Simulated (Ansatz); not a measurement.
Cost and result for the atomization energy of C$_{2}$H$_{4}$AlClO (`[Cl][Al]1[CH2]C[O]1`) (9 atoms, 9 bonds).

Z-matrix (Å, degrees):
```
C
O 1 1.449
Al 1 2.265 2 49.0
C 1 1.546 2 106.4 3 0.0
H 1 1.094 2 108.8 3 -120.8
H 1 1.094 2 108.8 3 120.8
Cl 3 2.080 1 171.1 2 -0.1
H 4 1.090 1 114.3 2 116.5
H 4 1.090 1 114.4 2 -116.6
```

The species carries charge 0 and has multiplicity 1. The structure was optimised at the PBE0-D4/def2-TZVP level. Program: Ansatz. All runs use 4 threads of an Arm Neoverse V2 on a shared host. Times are those of one run each, without the atoms' runs, and a repeat can differ threefold. Electronic energies, without spin–orbit coupling; frozen cores. CCSD(T)/CBS adds CCSD(T) − MP2 in def2-TZVPP to the MP2 limit, and its time is that of the two runs behind it. T1 = 0.012. B3LYP takes the VWN-RPA correlation (the form of Gaussian; ORCA's B3LYP/G).

CCSD(T)/CBS is a level of theory with its own doubt, some kJ/mol a heavy atom from the limit and from the frozen cores, so smaller differences don't rank the functionals.

```json
{"level": "PBE-D4/def2-TZVPP (with forces)", "functions": "233", "wall time": "2.2 s", "atomization (kJ/mol)": "3580.1", "difference from CCSD(T)/CBS": "73.7", "per bond": "8.2"}
{"level": "PBE0-D4/def2-TZVPP", "functions": "233", "wall time": "2.6 s", "atomization (kJ/mol)": "3514.2", "difference from CCSD(T)/CBS": "7.8", "per bond": "0.9"}
{"level": "B3LYP-D4/def2-TZVPP (with forces)", "functions": "233", "wall time": "3.9 s", "atomization (kJ/mol)": "3478.8", "difference from CCSD(T)/CBS": "-27.6", "per bond": "-3.1"}
{"level": "r2SCAN-D4/def2-TZVPP (with forces)", "functions": "233", "wall time": "4.3 s", "atomization (kJ/mol)": "3529.6", "difference from CCSD(T)/CBS": "23.2", "per bond": "2.6"}
{"level": "B2PLYP/def2-TZVPP", "functions": "233", "wall time": "4.6 s", "atomization (kJ/mol)": "3460.9", "difference from CCSD(T)/CBS": "-45.5", "per bond": "-5.1"}
{"level": "ωB97X-V/def2-TZVPP", "functions": "233", "wall time": "7 s", "atomization (kJ/mol)": "3513.0", "difference from CCSD(T)/CBS": "6.6", "per bond": "0.7"}
{"level": "ωB97M-V/def2-TZVPP (with forces)", "functions": "233", "wall time": "10 s", "atomization (kJ/mol)": "3518.3", "difference from CCSD(T)/CBS": "11.9", "per bond": "1.3"}
{"level": "MP2/def2-QZVPP", "functions": "431", "wall time": "17 s", "atomization (kJ/mol)": "3565.4", "difference from CCSD(T)/CBS": "59.0", "per bond": "6.6"}
{"level": "CCSD(T)/def2-TZVPP", "functions": "233", "wall time": "87 s", "atomization (kJ/mol)": "3412.6", "difference from CCSD(T)/CBS": "-93.8", "per bond": "-10.4"}
{"level": "CCSD(T)/CBS(def2)", "functions": "–", "wall time": "100 s", "atomization (kJ/mol)": "3506.4", "difference from CCSD(T)/CBS": "0.0", "per bond": "0.0"}
```

From PBE to PBE0 (25 % exact exchange), in def2-TZVPP and without D4, the atomization energy moves by −63.0 kJ/mol: exact exchange takes away binding that semilocal exchange gives to molecules. The D4 term adds +29.8 kJ/mol with B3LYP and +15.6 kJ/mol with PBE0; it sums over pairs of atoms, weighted by their polarisabilities, and B3LYP, whose exchange is more repulsive, gets the larger term. In def2-TZVPP, CCSD(T) changes the Hartree–Fock value by +859.6 kJ/mol (the triples alone add +60.1 kJ/mol) and MP2 by +957.0 kJ/mol; breaking electron pairs costs correlation energy, which Hartree–Fock lacks.
